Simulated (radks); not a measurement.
Values are calculated unless marked as measured or tabulated.
Effect of the nuclear size on the cobalt ion Co3+, [Ar] 3d6. Code: a radial shooting solver on a logarithmic mesh with Libxc functionals. Model: Dirac Kohn-Sham, exchange-only LDA, spin-unpolarised, spherical densities, finite nucleus; open shells fill j = l - 1/2 first; Fermi nuclear charge, rms radius 3.7875 fm. The rms radius is varied about that value; shifts are against it.

| rms radius (fm) | total energy shift (eV) | density at nucleus (e/bohr^3) | 1s1/2 shift (meV) | 2s1/2 shift (meV) | 3s1/2 shift (meV) | 4s1/2 (empty) shift (meV) |
|---|---|---|---|---|---|---|
| 3.4012 | -0.0259 | 1.721e+04 | -11.0 | -1.01 | -0.151 | -0.020 |
| 3.5905 | -0.0136 | 1.717e+04 | -5.77 | -0.529 | -0.079 | -0.010 |
| 3.7875 | 0 | 1.713e+04 | 0.000 | 0.000 | 0.000 | 0.000 |
| 3.9276 | 0.0101 | 1.71e+04 | 4.28 | 0.392 | 0.059 | 0.008 |
| 4.7079 | 0.0725 | 1.696e+04 | 30.8 | 2.83 | 0.423 | 0.056 |

Slopes of the eigenvalues against <r^2> in GHz/fm^2, as finite differences over the two radii next to the reference (eigenvalue slopes, not the field-shift constants of lines): 1s1/2 959, 2s1/2 87.9, 3s1/2 13.1.
